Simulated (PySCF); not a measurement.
Correlation energy of Pt (platinum, neutral)

[Xe] 4f14 5d8 6s1 6p1, one real determinant (an excited configuration). Computed with PySCF 2.14 in x2c-TZVPPall (11s7p7d3f1g, 97 functions), with the spin-free X2C one-electron Hamiltonian (Gaussian nucleus). Frozen: [Xe] 4f14; 10 electrons correlated.

MP2 pair energies summed by pair of shells (mhartree):

| pair | energy | share (%) |
| --- | --- | --- |
| 5d-5d | -184.35 | 78.6 |
| 5d-6s | -32.98 | 14.1 |
| 5d-6p | -15.38 | 6.6 |
| 6s-6p | -1.84 | 0.8 |

Total MP2 correlation energy: -234.55 mhartree.

Same-spin part -92.07 and opposite-spin part -142.48 mhartree; SCS-MP2 scales them by 1/3 and 6/5 to -201.67 mhartree.

The basis was made for the ground configuration and has no added diffuse functions, which can raise the energy of the promoted electron.

The reference is one real determinant that mixes LS terms of this configuration.
